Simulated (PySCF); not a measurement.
## Ionisation energy of Ti⁶⁺ by level of theory

Ti⁶⁺ [Ne] 3s2 3p4 (3P) → Ti⁷⁺ [Ne] 3s2 3p3 (4S), as a difference of total energies. Calculation: PySCF 2.14, in an even-tempered Gaussian basis (19 s from 0.13 bohr⁻², ratio 2.5; 13 p from 0.17 bohr⁻², ratio 2.5; 5 d from 2.3 bohr⁻², ratio 2.7; 5 f from 3.5 bohr⁻², ratio 2.7); the non-relativistic Hamiltonian (point nucleus). Correlated levels: outer shells: 1s2 frozen; virtual orbitals above 40 to 60 times the deepest correlated orbital energy dropped. The calculations carry no spin-orbit coupling.

```tsv
method	ionisation energy (eV)
UHF	138.85
LDA	140.63
PBE	140.52
PBE0	140.50
r2SCAN	140.44
M06-L	140.32
SCS-MP2 (outer shells)	139.77
```

Task: Estimate what MP2 (outer shells) gives.

Result: 139.71 eV, closest to SCS-MP2 (outer shells) among the rows shown.

Task: Estimate what BLYP gives.

Result: 140.49 eV, closest to PBE0 among the rows shown.

A first-order spin-orbit estimate (lowest level to lowest level, LS coupling) adds 0.239 eV.

These non-relativistic numbers lack the scalar-relativistic shift.

For comparison: 140.68 ± 0.18 eV (semi-empirical (NIST evaluation); NIST Atomic Spectra Database, ionization energies).
